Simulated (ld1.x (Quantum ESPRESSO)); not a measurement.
## ruthenium, TM: configuration errors across variants

ruthenium (Ru), norm-conserving Troullier–Martins (Kleinman–Bylander form), made with ld1.x (Quantum ESPRESSO) 7.5 (LDA (PZ), scalar-relativistic). Core [Ar] 3d10, reference 4s2 4p6 4d6 5s0 5p0 (charge +2). Waves: 4s (bound): rc 1.45 bohr; 4p (bound): rc 1.80 bohr; 4d (bound): rc 1.85 bohr. Local part: the d channel. Core correction: Bessel-smoothed model core, default radius (core density twice the valence density).

All-electron excitation energies from the reference (eV): (1) 4s2 4p6 4d7 5s1 5p0 -26.051; (2) 4s2 4p6 4d7 5s0 5p0 -18.437; (3) 4s2 4p6 4d5 5s0 5p0 30.849; (4) 4s2 4p6 4d4 5s0 5p0 75.561; (5) 4s2 4p6 4d6 5s1 5p1 -20.392; (6) 4s2 4p6 4d6 5s1 5p0 -15.729; (7) 4s2 4p5 4d7 5s1 5p0 26.463; (8) 4s2 4p6 4d6 5s0 5p0 spin -2.497; (9) 4s2 4p6 4d7 5s1 5p0 spin -27.700.

Spin tests fill each open shell by Hund’s rule, majority spin first.

Errors AE − PS in meV (a dash: test not solved or not reliable):

```tsv
change	(1)	(2)	(3)	(4)	(5)	(6)	(7)	(8)	(9)	bound ghosts
base	+178	-0.3	+0.5	+19	+276	+294	+279	+100	+223	none
all radii but the core radius scaled by about 0.74 (s 1.08, p 1.32, d 1.36 bohr)	-1.6	+1.3	+0.5	+9.8	+4.8	-3.3	-34	+50	+21	none
all radii but the core radius scaled by about 0.85 (s 1.24, p 1.54, d 1.58 bohr)	+38	+1.2	+0.7	+14	+73	+62	+26	+69	+69	none
all radii but the core radius scaled by about 0.92 (s 1.34, p 1.66, d 1.70 bohr)	+90	+0.8	+0.7	+16	+150	+147	+116	+82	+126	none
all radii but the core radius scaled by about 1.05 (s 1.52, p 1.90, d 1.94 bohr)	+267	-1.5	+0.1	+22	+400	+444	+449	+115	+320	none
all radii but the core radius scaled by about 1.24 (s 1.80, p 2.24, d 2.30 bohr)	+906	-9.9	+0.6	+58	+1251	+1504	+1681	+170	+997	none
all radii but the core radius scaled by about 1.33 (s 1.92, p 2.38, d 2.46 bohr)	+1220	-14	+2.7	+85	+1655	+2007	+2265	+185	+1327	none
all radii but the core radius scaled by about 1.38 (s 2.00, p 2.50, d 2.56 bohr)	+1603	-17	+7.3	+126	+2134	+2600	+2947	+197	+1728	none
```

**Question.** Give the same row for: all radii but the core radius scaled by about 1.17 (s 1.70, p 2.10, d 2.16 bohr).

**Answer.** +641, -5.5, -0.2, +36, +906, +1060, +1163, +148, +717; bound ghosts: none.
